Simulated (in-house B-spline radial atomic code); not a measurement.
Successive ionisation energies of lanthanum; each step leads to the configuration of the next row (after the last: [Ar] 3d10 4s2 4p6). NIST's values go from ground level to ground level; the uncertainty of those that are theory runs from under 0.1 % in few-electron ions to several per cent in heavy many-electron ones. Computed with a radial B-spline atomic code at the basis-set limit: non-relativistic Hartree-Fock, average of the configuration, point nuclei.

This level leaves out relativity, spin-orbit splitting included, which matters for heavy ions.

```json
{"ion": "La10+", "configuration": "[Kr] 4d10 5s1", "ionisation energy (eV)": "161.2", "tabulated value (eV)": "168.77", "tabulated kind": "semi-empirical", "computed minus tabulated (eV)": "-7.6", "highest orbital": "5s", "largest mean radius (bohr)": "1.4389"}
{"ion": "La11+", "configuration": "[Kr] 4d10", "ionisation energy (eV)": "278.6", "tabulated value (eV)": "275", "tabulated kind": "tabulated theory", "computed minus tabulated (eV)": "3.6", "highest orbital": "4d", "largest mean radius (bohr)": "0.74458"}
{"ion": "La12+", "configuration": "[Kr] 4d9", "ionisation energy (eV)": "?", "tabulated value (eV)": "?", "tabulated kind": "tabulated theory", "computed minus tabulated (eV)": "?", "highest orbital": "?", "largest mean radius (bohr)": "?"}
{"ion": "La13+", "configuration": "[Kr] 4d8", "ionisation energy (eV)": "337.5", "tabulated value (eV)": "332", "tabulated kind": "tabulated theory", "computed minus tabulated (eV)": "5.5", "highest orbital": "4d", "largest mean radius (bohr)": "0.72148"}
{"ion": "La14+", "configuration": "[Kr] 4d7", "ionisation energy (eV)": "368.1", "tabulated value (eV)": "364", "tabulated kind": "tabulated theory", "computed minus tabulated (eV)": "4.1", "highest orbital": "4d", "largest mean radius (bohr)": "0.71085"}
{"ion": "La15+", "configuration": "[Kr] 4d6", "ionisation energy (eV)": "399.3", "tabulated value (eV)": "393", "tabulated kind": "tabulated theory", "computed minus tabulated (eV)": "6.3", "highest orbital": "4d", "largest mean radius (bohr)": "0.70067"}
{"ion": "La16+", "configuration": "[Kr] 4d5", "ionisation energy (eV)": "431.2", "tabulated value (eV)": "431", "tabulated kind": "tabulated theory", "computed minus tabulated (eV)": "0.2", "highest orbital": "4d", "largest mean radius (bohr)": "0.69088"}
{"ion": "La17+", "configuration": "[Kr] 4d4", "ionisation energy (eV)": "?", "tabulated value (eV)": "?", "tabulated kind": "tabulated theory", "computed minus tabulated (eV)": "?", "highest orbital": "?", "largest mean radius (bohr)": "?"}
{"ion": "La18+", "configuration": "[Kr] 4d3", "ionisation energy (eV)": "?", "tabulated value (eV)": "?", "tabulated kind": "tabulated theory", "computed minus tabulated (eV)": "?", "highest orbital": "?", "largest mean radius (bohr)": "?"}
{"ion": "La19+", "configuration": "[Kr] 4d2", "ionisation energy (eV)": "531.1", "tabulated value (eV)": "533", "tabulated kind": "tabulated theory", "computed minus tabulated (eV)": "-1.9", "highest orbital": "4d", "largest mean radius (bohr)": "0.66358"}
{"ion": "La20+", "configuration": "[Kr] 4d1", "ionisation energy (eV)": "565.7", "tabulated value (eV)": "566", "tabulated kind": "tabulated theory", "computed minus tabulated (eV)": "-0.3", "highest orbital": "4d", "largest mean radius (bohr)": "0.65508"}
```

(1) Fill in the row of La12+.

(2) Fill in the row of La17+.

(3) Fill in the row of La18+.

(4) Where is the largest jump?

Results:

(1) ionisation energy (eV): 307.7; tabulated value (eV): 303; computed minus tabulated (eV): 4.7; highest orbital: 4d; largest mean radius (bohr): 0.73258.

(2) ionisation energy (eV): 463.9; tabulated value (eV): 464; computed minus tabulated (eV): -0.1; highest orbital: 4d; largest mean radius (bohr): 0.68145.

(3) ionisation energy (eV): 497.1; tabulated value (eV): 498; computed minus tabulated (eV): -0.9; highest orbital: 4d; largest mean radius (bohr): 0.67236.

(4) From La10+ to La11+, by a factor of 1.73 (161.17 to 278.61 eV); the highest orbital goes from 5s to 4d.
